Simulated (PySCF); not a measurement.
# Working out the ionisation energy of Sn⁺

Sn⁺ [Kr] 4d10 5s2 5p1 (2P) → Sn²⁺ [Kr] 4d10 5s2 (1S). All numbers are calculated (PySCF 2.14, the spin-free X2C one-electron Hamiltonian (Gaussian nucleus), in x2c-TZVPall). Frozen: [Kr] 4d10. Energies in hartree (1 hartree = 27.21139 eV):

```json
{"part": "UHF", "Sn⁺ (lower)": "-6173.496468", "Sn²⁺ (upper)": "-6172.992372"}
{"part": "MP2 opposite-spin", "Sn⁺ (lower)": "-0.029285", "Sn²⁺ (upper)": "-0.024491"}
{"part": "MP2 same-spin", "Sn⁺ (lower)": "-0.002158", "Sn²⁺ (upper)": "0.000000"}
```

Task: What does Hartree-Fock give?

Result: (-6172.992372) − (-6173.496468) = 0.504096 hartree = 13.717 eV.

Task: What do MP2 and SCS-MP2 (6/5 opposite-spin, 1/3 same-spin) give?

Result: The opposite-spin parts differ by 0.130 eV and the same-spin parts by 0.059 eV. MP2: 13.717 + (0.130) + (0.059) = 13.906 eV. SCS-MP2: 13.717 + 1.2 × (0.130) + (0.059)/3 = 13.893 eV.

Measured between the centres of the two terms (NIST): 14.282 eV, so MP2 (valence) is off by -0.376 eV.

What remains against the reference includes basis incompleteness, the frozen core and correlation beyond second order.
